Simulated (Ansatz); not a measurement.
`FC(F)(F)C(Cl)(Cl)Cl` + HCl → `FC(F)(Cl)C(Cl)(Cl)Cl` + H–F at 700 K and 1 bar (substitution at a C–F bond).

Calculated with Ansatz (gas phase, PBE0-D4/def2-TZVP geometries, no zero-point term in ΔE). CBS: MP2 limit from def2 TZ/QZ plus the TZ coupled-cluster correction, frozen cores. This one scheme is used for every species.

```
               species  CCSD(T)/CBS energy (Eh)  H − E (kJ/mol)  S (J/(mol·K))
 `FC(F)(F)C(Cl)(Cl)Cl`              -1754.79584           145.1          487.1
                   HCl               -460.38127            38.4          211.8
`FC(F)(Cl)C(Cl)(Cl)Cl`              -2114.77117           142.6          509.8
                   H–F               -100.39570            45.2          198.5
```

H − E and S are ideal-gas, rigid-rotor, harmonic terms from PBE0-D4/def2-TZVP. 1 Eh = 2625.50 kJ/mol, R = 8.31446 J/(mol·K).

**Question.** By hand: ΔE, ΔH, ΔS and ΔG.

**Answer.** ΔE = (-2114.77117) + (-100.39570) − (-1754.79584) − (-460.38127) = 0.01024 Eh = 26.9 kJ/mol. Δ(H − E) = 142.6 + 45.2 − 145.1 − 38.4 = 4.3, so ΔH = 31.2 kJ/mol. ΔS = 509.8 + 198.5 − 487.1 − 211.8 = 9.4 J/(mol·K). ΔG = 31.2 − 700 × (9.4)/1000 = 24.6 kJ/mol.

**Question.** By hand: the equilibrium constant, and the temperature at which ΔG would vanish if ΔH and ΔS stayed fixed.

**Answer.** log₁₀ K = −ΔG/(RT ln 10) = -1.8. ΔG = 0 at ΔH/ΔS = 3319 K, far beyond where these terms or the molecules hold.

The number of gas molecules stays the same, so ΔS is small and ΔH decides. A doubt of 5 kJ/mol in ΔE shifts log₁₀ K by 0.4 here. These are equilibria of isolated gas molecules and say nothing of rates. Largest T1 diagnostic: 0.011 (customary marks: 0.02 for closed shells, 0.045 for open ones).
